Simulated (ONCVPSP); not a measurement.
**niobium (Nb): excitation energies, all-electron against ONCV**

```json
{
 "Element": "Nb (Z = 41)",
 "Generator": "ONCVPSP 4.0.1",
 "Type": "optimised norm-conserving Vanderbilt (ONCV)",
 "Functional": "PBE",
 "Relativity": "scalar-relativistic",
 "Frozen core": "[Ar] 3d10",
 "Valence charge": "13",
 "Reference configuration": "4s2 4p6 4d4 5p1",
 "Partial waves": "4s: rc 1.20 bohr, ncon 5, nbas 9, qcut 4.4 1/bohr, 2 projectors, debl 1 Ha; 4p+5p: rc 2.40 bohr, ncon 5, nbas 9, qcut 5.4 1/bohr, 2 projectors; 4d: rc 2.80 bohr, ncon 4, nbas 9, qcut 4.6 1/bohr, 2 projectors, debl 1.1 Ha",
 "Local potential": "polynomial inside 0.80 bohr (lpopt 4, dvloc0 0 Ha)",
 "Core correction": "Teter function, fcfact 2.25, rcfact 1.15"
}
```

In the s channel the program set the typed energies aside and used -2.192, 0.250 Ha.

Energies are relative to the spin-unpolarised reference configuration 4s2 4p6 4d4 5p1; without spin polarisation the order of configurations can differ from experiment.

Task: Give the all-electron excitation energy and the error of the potential for: 4s2 4p6 4d4 5s1 5p0; 4s2 4p6 4d4 5p0; 4s2 4p6 4d3 5p0; 4s2 4p5 4d4 5s1 5p0.

Result:

```tsv
valence configuration	charge	ΔE all-electron (eV)	error AE − PS (meV)
4s2 4p6 4d4 5s1 5p0	0	-2.952	+0.5
4s2 4p6 4d4 5p0	+1	3.686	+0.1
4s2 4p6 4d3 5p0	+2	17.726	+17
4s2 4p5 4d4 5s1 5p0	+1	36.798	-184
```

Levels in the configuration 4s2 4p6 4d4 5s1 5p0:

```json
{"level": "4s", "all-electron (eV)": "-58.394", "pseudo (eV)": "-58.379"}
{"level": "4p", "all-electron (eV)": "-34.521", "pseudo (eV)": "-34.511"}
{"level": "4d", "all-electron (eV)": "-3.040", "pseudo (eV)": "-3.035"}
{"level": "5s", "all-electron (eV)": "-3.982", "pseudo (eV)": "-3.984"}
```

Note: no bound ghost flagged; GHOST(+) flagged for s at 132.6 eV, d at 339.4 eV.
